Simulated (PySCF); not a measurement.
Fractional electron number in Os²⁺ (osmium, charge +2)

The 5d beta orbital of [Xe] 4f14 5d6 is emptied in steps (occupation f), with all orbitals relaxed, ending at [Xe] 4f14 5d5. All numbers are calculated (PySCF 2.14, a scalar-relativistic core potential, in def2-TZVPPD with the def2 core potential (60 electrons) (6s5p3d2f1g, 59 functions)). The exact energy is a straight line in f; departures are measured from the line between the end points of the same method.

```
   f  BHandHLYP (eV)  wB97X (eV)  HSE06 (eV)
   1           0.000       0.000       0.000
0.75          -0.439      -0.264      -0.785
 0.5          -0.596      -0.353      -1.047
0.25          -0.455      -0.259      -0.785
   0           0.000       0.000       0.000
```

Task: For BHandHLYP, how does the orbital energy at f = 1 compare with the removal energy?

Result: −ε = 24.387 eV against a total-energy difference of 26.695 eV. By Janak's theorem ε = ∂E/∂f, so the gap between them reflects the curvature. Along the path −ε is 25.496 (f = 0.75), 26.654 (f = 0.5), 27.871 (f = 0.25) eV.

| method | E(f=0) − E(f=1) (eV) | −ε at f=1 (eV) | −ε at f=0.5 (eV) |
| --- | --- | --- | --- |
| BHandHLYP | 26.695 | 24.387 | 26.654 |
| wB97X | 26.881 | 25.496 | 26.885 |
| HSE06 | 26.796 | 22.620 | 26.795 |

Reference removal energy between the ground levels: 25 ± 1.6 eV (theoretical estimate listed by NIST; NIST Atomic Spectra Database, ionization energies). The calculation has no spin-orbit coupling. The determinant left behind need not be the lowest term of the ion.
